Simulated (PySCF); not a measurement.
**Radial density of Ge⁺ (germanium, charge +1)**

MN15, [Ar] 3d10 4s2 4p1, 2P determinant. Calculation: PySCF 2.14, in jorge-DZP-DKH; scalar relativity by spin-free X2C-1e.

```json
{"r (bohr)": "0.000768", "4πr²ρ (e/bohr)": "0.2865", "4πr²(ρα − ρβ)": "0.0000"}
{"r (bohr)": "0.00129", "4πr²ρ (e/bohr)": "0.6990", "4πr²(ρα − ρβ)": "0.0000"}
{"r (bohr)": "0.00217", "4πr²ρ (e/bohr)": "1.688", "4πr²(ρα − ρβ)": "0.0000"}
{"r (bohr)": "0.00366", "4πr²ρ (e/bohr)": "3.966", "4πr²(ρα − ρβ)": "0.0000"}
{"r (bohr)": "0.00615", "4πr²ρ (e/bohr)": "8.803", "4πr²(ρα − ρβ)": "0.0000"}
{"r (bohr)": "0.0103", "4πr²ρ (e/bohr)": "17.70", "4πr²(ρα − ρβ)": "0.0001"}
{"r (bohr)": "0.0174", "4πr²ρ (e/bohr)": "30.13", "4πr²(ρα − ρβ)": "0.0005"}
{"r (bohr)": "0.0293", "4πr²ρ (e/bohr)": "38.90", "4πr²(ρα − ρβ)": "0.0027"}
{"r (bohr)": "0.0492", "4πr²ρ (e/bohr)": "35.25", "4πr²(ρα − ρβ)": "0.0104"}
{"r (bohr)": "0.0828", "4πr²ρ (e/bohr)": "33.49", "4πr²(ρα − ρβ)": "0.0254"}
{"r (bohr)": "0.139", "4πr²ρ (e/bohr)": "45.27", "4πr²(ρα − ρβ)": "0.0206"}
{"r (bohr)": "0.234", "4πr²ρ (e/bohr)": "31.05", "4πr²(ρα − ρβ)": "-0.0148"}
{"r (bohr)": "0.394", "4πr²ρ (e/bohr)": "25.02", "4πr²(ρα − ρβ)": "0.0362"}
{"r (bohr)": "0.663", "4πr²ρ (e/bohr)": "24.58", "4πr²(ρα − ρβ)": "0.0096"}
{"r (bohr)": "1.11", "4πr²ρ (e/bohr)": "6.968", "4πr²(ρα − ρβ)": "0.1162"}
{"r (bohr)": "1.88", "4πr²ρ (e/bohr)": "2.083", "4πr²(ρα − ρβ)": "0.4543"}
{"r (bohr)": "3.15", "4πr²ρ (e/bohr)": "0.5544", "4πr²(ρα − ρβ)": "0.2407"}
{"r (bohr)": "5.31", "4πr²ρ (e/bohr)": "0.03475", "4πr²(ρα − ρβ)": "0.0279"}
```

Densities and radii are taken from the X2C orbitals without a picture-change correction, which distorts them close to the nucleus.

Q: Where is the radial spin density 4πr²(ρα − ρβ) most negative, and why is it negative at all?

A: Around r = 0.234 bohr, down to -0.0148 e/bohr: exchange with the open shell polarises the paired shells in an unrestricted calculation.
